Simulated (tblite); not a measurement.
Compound: C5H7BrCl (doublet state).
Numbering: `[CH2:1][C:2](=[CH2:3])[C@@H:4]([Cl:5])[CH2:6][Br:7]` (hydrogens: H8, H9 on C1; H10, H11 on C3; H12 on C4; H13, H14 on C6)
Bond orders are those of one Lewis drawing.

Computed with GFN2-xTB (tblite), gas phase: L-BFGS steps from a force-field or distance-geometry start until the largest atomic force falls under 0.01 eV/Å.

Step 3: E = -620.9960 eV
```
atom  x, y, z in Å  |  force x, y, z in eV/Å
C1     -0.9245    1.4611    0.0681    0.049  -0.187  -0.139
C2     -0.7568    0.1025   -0.1287    0.226   0.011   0.044
C3     -1.7971   -0.7756    0.0506   -0.106  -0.170   0.063
C4      0.5921   -0.4503   -0.5660    0.007   0.028   0.004
Cl5     0.9982    0.2122   -2.1996    0.022   0.070   0.145
C6      1.7527   -0.1329    0.3708   -0.050   0.021  -0.001
Br7     1.5828   -1.1403    2.0350   -0.127   0.044  -0.040
H8     -0.1842    2.1808   -0.2122    0.238   0.041   0.056
H9     -1.8592    1.8492    0.4266   -0.043  -0.057  -0.019
H10    -2.7639   -0.4137    0.3570    0.066  -0.013  -0.008
H11    -1.7085   -1.8357   -0.1159    0.083   0.086   0.019
H12     0.5491   -1.5359   -0.7165   -0.146   0.108   0.078
H13     2.7137   -0.4398   -0.0422   -0.093  -0.004  -0.158
H14     1.8049    0.9180    0.6508   -0.126   0.023  -0.044
```

Step 4: E = -621.0024 eV
```
atom  x, y, z in Å  |  force x, y, z in eV/Å
C1     -0.9232    1.4580    0.0616    0.056  -0.064  -0.060
C2     -0.7550    0.1020   -0.1241    0.227  -0.051  -0.033
C3     -1.7952   -0.7757    0.0515   -0.129  -0.180   0.077
C4      0.5897   -0.4484   -0.5623    0.077  -0.012  -0.076
Cl5     0.9999    0.2151   -2.1966    0.002   0.063   0.153
C6      1.7516   -0.1324    0.3698   -0.036   0.021   0.018
Br7     1.5783   -1.1388    2.0335   -0.110   0.038  -0.028
H8     -0.1809    2.1783   -0.2083    0.260   0.055   0.030
H9     -1.8543    1.8443    0.4240   -0.124  -0.011  -0.002
H10    -2.7610   -0.4145    0.3565    0.021   0.002   0.006
H11    -1.7062   -1.8342   -0.1154    0.088   0.036   0.016
H12     0.5445   -1.5325   -0.7141   -0.132   0.066   0.066
H13     2.7111   -0.4401   -0.0476   -0.103   0.008  -0.127
H14     1.8001    0.9185    0.6493   -0.097   0.028  -0.040
```

Step 5: E = -621.0114 eV
```
atom  x, y, z in Å  |  force x, y, z in eV/Å
C1     -0.9197    1.4539    0.0503    0.059   0.021   0.059
C2     -0.7490    0.0980   -0.1175    0.040   0.021  -0.092
C3     -1.7930   -0.7780    0.0544   -0.030  -0.080   0.069
C4      0.5881   -0.4456   -0.5583    0.135  -0.074  -0.140
Cl5     1.0027    0.2211   -2.1885   -0.010   0.066   0.106
C6      1.7492   -0.1312    0.3686   -0.006   0.017   0.036
Br7     1.5687   -1.1355    2.0305   -0.077   0.025  -0.007
H8     -0.1703    2.1748   -0.2010    0.219   0.029   0.008
H9     -1.8491    1.8360    0.4196   -0.148   0.033  -0.014
H10    -2.7568   -0.4155    0.3562   -0.045   0.020   0.029
H11    -1.7006   -1.8323   -0.1145    0.078  -0.089   0.011
H12     0.5343   -1.5261   -0.7089   -0.078  -0.052   0.024
H13     2.7044   -0.4403   -0.0591   -0.092   0.029  -0.059
H14     1.7904    0.9201    0.6461   -0.043   0.033  -0.032
```

**Question.** Estimate the geometry and energy of step 6. (The exact step hangs on the optimiser's Hessian estimate; all steps are aligned on step 5, rigid shifts and turns removed.)

**Answer.** E = -621.0154 eV, largest force 0.160 eV/Å
```
atom  x, y, z in Å  |  force x, y, z in eV/Å
C1     -0.9170    1.4522    0.0457    0.047   0.107   0.110
C2     -0.7461    0.0962   -0.1157   -0.045   0.030  -0.107
C3     -1.7917   -0.7800    0.0569    0.024  -0.014   0.053
C4      0.5896   -0.4454   -0.5586    0.065  -0.064  -0.100
Cl5     1.0040    0.2253   -2.1827   -0.001   0.070   0.044
C6      1.7480   -0.1304    0.3686   -0.004   0.008   0.026
Br7     1.5625   -1.1334    2.0288   -0.059   0.019   0.005
H8     -0.1612    2.1736   -0.1972    0.128  -0.033   0.021
H9     -1.8489    1.8324    0.4171   -0.073   0.031  -0.049
H10    -2.7556   -0.4156    0.3566   -0.037   0.006   0.030
H11    -1.6964   -1.8330   -0.1139    0.062  -0.112   0.018
H12     0.5278   -1.5239   -0.7059   -0.034  -0.116  -0.007
H13     2.6994   -0.4399   -0.0658   -0.056   0.035  -0.018
H14     1.7848    0.9216    0.6439   -0.017   0.031  -0.027
```

The energy changes by -0.0041 eV. The first-order estimate −F·Δx gives -0.0056 eV and the mean of the old and new forces, exact on a quadratic surface, -0.0041 eV. The step makes an angle of 55° with the force vector and moves no atom by more than 0.010 Å.

What follows is the cost of the whole relaxation. The run took 0.45 s on an Arm Neoverse V2 with one thread (shared host).
